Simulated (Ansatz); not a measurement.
**An elementary step**

Start structure (AlH2Cl3O2, singlet), relaxed at PBE0-D4/def2-TZVP:

Al1  (-0.868, -0.556, -0.178)
Cl2  (-2.251, 0.333, -1.454)
Cl3  (0.693, -1.658, -1.114)
Cl4  (-1.484, -1.230, 1.715)
H5  (0.578, 0.708, 1.418)
O6  (0.272, 0.876, 0.512)
O7  (1.441, 1.193, -0.227)
H8  (1.620, 0.334, -0.673)
(Å)

The step: AlH₂Cl₃O₂ ([OH][OH][Al]([Cl])([Cl])[Cl]) → AlH₂Cl₃O₂ ([Cl][Al]1([Cl])([ClH])[O][OH]1); bonds formed: Al1–O7, Cl2–H5; dative contacts that become bonds: Al1–O6; bonds broken: H5–O6; bonds weakened to dative contacts: Al1–Cl2. Computed with Ansatz 0.2.0 (basis: def2-TZVPP and def2-QZVPP); correlated methods freeze the cores. Extrapolation: Hartree–Fock as exp(−7.88 √X), correlation as X^−2.97. Energies below are by CCSD(T) at an estimated basis limit (MP2 extrapolated from triple and quadruple zeta, plus CCSD(T) − MP2 in triple zeta).

(1) What are the electronic barrier and the energy of the step, from the start structure to the end structure? (Judge from chemistry; the value comes from the calculation.)

T1 diagnostic: at most 0.012.

Results:

(1) By the calculation: Barrier 117.1 kJ/mol; step energy 88.1 kJ/mol (uphill); reverse barrier, their difference, 29.0 kJ/mol. Barrier and step energy count from the start structure, the reverse barrier from the end structure.

The saddle point: One imaginary mode of 94i cm⁻¹.
| pair | start (Å) | saddle (Å) | end (Å) |
| --- | --- | --- | --- |
| Al1–O6 | 1.96 | 1.77 | 1.75 |
| Al1–O7 | 2.90 | 2.61 | 1.96 |
| Cl2–H5 | 4.05 | 1.33 | 1.29 |
| Al1–Cl2 | 2.08 | 2.46 | 2.62 |
| H5–O6 | 0.97 | 1.72 | 3.66 |

Zero-point energy (harmonic, PBE0-D4): ZPE is 91.7 kJ/mol at the start and 77.2 kJ/mol at the saddle, so the barrier goes from 117.1 to 102.6 kJ/mol.

Labels in which every atom is bracketed show which atoms are joined, not bond orders.

For scale, one of the runs: CCSD(T)/def2-TZVPP, 258 basis functions, launched by `ansatz run in.yaml --threads 8 --pin off --events-out ev --progress --plain --max-ram 19148MiB`. The run took 2.4 min on 8 CPU threads of an Intel Xeon (shared host), with 5.6 GiB of host memory at its peak.
